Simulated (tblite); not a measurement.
Compound: C₆H₁₁O₂S (charge -1).
Z-matrix (Å and degrees, GFN2-xTB geometry), rows numbered from 1:
```
C 
O   1  1.4021
C   2  1.4210  1  113.66
C   3  1.5246  2  114.87  1    69.58
C   4  1.5175  3  111.09  2   179.71
S   5  1.8196  4  114.05  3    59.16
C   5  1.4879  4  115.34  3   157.76
C   7  1.5246  5  115.17  4   160.25
O   7  1.2318  5  124.04  4   -15.29
H   1  1.0909  2  106.58  3   171.49
H   1  1.0974  2  111.10  3    52.28
H   1  1.0957  2  112.13  3   -69.28
H   3  1.0990  2  110.16  1   -53.27
H   3  1.0947  2  104.68  1  -169.86
H   4  1.0962  3  110.01  2    57.98
H   4  1.0920  3  110.55  2   -61.85
H   5  1.0956  4  112.49  3   -67.58
H   8  1.0881  7  109.72  5   146.56
H   8  1.0932  7  108.07  5   -95.25
H   8  1.0859  7  111.37  5    25.03
```

Computed with GFN2-xTB (tblite): harmonic, unscaled wavenumbers at the GFN2-xTB geometry, gas phase. Against measured fundamentals such values can be off by several per cent, at times by over 20. One conformer, not necessarily the lowest.

Harmonic wavenumbers (cm⁻¹): 39.6, 53.2, 98.4, 104.2, 116.6, 134.6, 187.0, 206.5, 276.1, 306.6, 321.1, 412.9, 489.8, 516.5, 584.5, 683.1, 812.1, 871.4, 953.7, 966.1, 997.0, 1031.0, 1066.7, 1071.1, 1091.2, 1108.4, 1133.8, 1138.8, 1188.0, 1218.0, 1251.3, 1281.3, 1328.8, 1354.2, 1363.5, 1406.4, 1464.9, 1469.1, 1472.7, 1479.3, 1487.9, 1499.9, 1644.1, 2872.0, 2885.1, 2895.2, 2917.2, 2923.7, 2944.6, 2950.2, 2986.6, 2990.5, 3022.5, 3042.3.

A = 2658, B = 688.6, C = 632.5 MHz; mass 147.048 u (most abundant isotopes); point group C1, symmetry number 1.

**Question.** What is the zero-point energy?

**Answer.** Half the sum of the wavenumbers: 35056 cm⁻¹ = 100.23 kcal/mol.

**Question.** Entropy at 350 K, 1 bar (ideal gas, RRHO, classical rotation)?

**Answer.** Translation 41.69, rotation 30.49, vibration 41.50: S = 113.7 cal/(mol K).

**Question.** And Cp and H(350 K) − H(0)?

**Answer.** Cp = 45.46 cal/(mol K), of which vibrations give 37.51 (their classical limit is 54 R = 107.3); H(350 K) − H(0) = 9.94 kcal/mol without the zero-point energy, 7.15 from vibrations.

**Question.** Blend soft modes into free rotors: weight 1/[1 + (100 cm⁻¹/ν̃)⁴] for the oscillator and the rest for a rotor with moment μB/(μ + B), μ = h/(8π²ν), B = 10⁻⁴⁴ kg m². What vibrational entropy results?

**Answer.** 37.56 cal/(mol K) in place of 41.50, which changes −T·S at 350 K by +1.38 kcal/mol.

**Question.** How do the functions run with temperature in this model?

**Answer.** 
```csv
T (K),S (cal/(mol K)),Cp (cal/(mol K)),H − H(0) (kcal/mol),G − H(0) (kcal/mol),ln q(vib)
150,84.3,27.1,2.74,-9.90,4.29
250,100.1,35.8,5.88,-19.15,7.57
298.15,106.8,40.4,7.71,-24.13,9.05
400,120.1,50.3,12.33,-35.69,12.05
600,143.7,66.5,24.10,-62.12,17.62
900,174.0,82.6,46.67,-109.92,25.36
```

q(vib) and H(0) count from the zero-point level.

**Question.** Which modes carry the vibrational entropy at 350 K?

**Answer.** 39.6 cm⁻¹: 5.60; 53.2 cm⁻¹: 5.01; 98.4 cm⁻¹: 3.80; 104.2 cm⁻¹: 3.69; 116.6 cm⁻¹: 3.47; 134.6 cm⁻¹: 3.19 cal/(mol K); the other 48 give 16.75 together.

**Question.** What must be added to the electronic energy to get the Gibbs energy at 350 K and 1 bar?

**Answer.** ZPE + [H(350 K) − H(0)] − T·S = 100.23 + 9.94 − 39.79 = 70.38 kcal/mol.

Hindered rotation and anharmonicity are outside this model. Other conformers, if any are populated, would add a mixing term that is left out. The structure is chiral; the term R ln 2 for an equal mix with its mirror image is left out.

Time: 0.68 s wall. Hardware: one thread of an Arm Neoverse V2, shared host. The figure is for the frequency step alone.
